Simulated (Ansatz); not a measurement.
`C[SiH2]B(F)Cl` and `FB(F)Cl` differ in one atom or group.

Ansatz, PBE0-D4/def2-TZVP geometries, multiplicity 1. Each molecule was computed in one conformer, which needn't be the lowest.

```csv
property,`C[SiH2]B(F)Cl`
HOMO–LUMO gap (ωB97M-V/def2-TZVPP) / eV,11.05
HOMO energy (PBE0/def2-TZVPP) / eV,-8.38
LUMO energy (B3LYP/def2-TZVPP) / eV,-1.72
HOMO energy (ωB97M-V/def2-TZVPP) / eV,-10.52
HOMO–LUMO gap (PBE0/def2-TZVPP) / eV,6.84
HOMO energy (B3LYP/def2-TZVPP) / eV,-8.18
```

Q: What does the change do to each property? (Best estimate.)

A: Ansatz gave: 
```csv
property,`FB(F)Cl`,shift
HOMO–LUMO gap (ωB97M-V/def2-TZVPP) / eV,14.14,3.09
HOMO energy (PBE0/def2-TZVPP) / eV,-9.91,-1.53
LUMO energy (B3LYP/def2-TZVPP) / eV,-0.47,1.25
HOMO energy (ωB97M-V/def2-TZVPP) / eV,-12.22,-1.70
HOMO–LUMO gap (PBE0/def2-TZVPP) / eV,9.71,2.87
HOMO energy (B3LYP/def2-TZVPP) / eV,-9.61,-1.43
```

With PBE0 the HOMO falls by 1.53 eV and the LUMO rises by 1.33 eV, so the gap widens by about 2.86 eV. PBE moves the HOMO by -1.28 eV and ωB97M-V by -1.70 eV.

B3LYP here is the variant with VWN-RPA as its local correlation; programs differ in this.
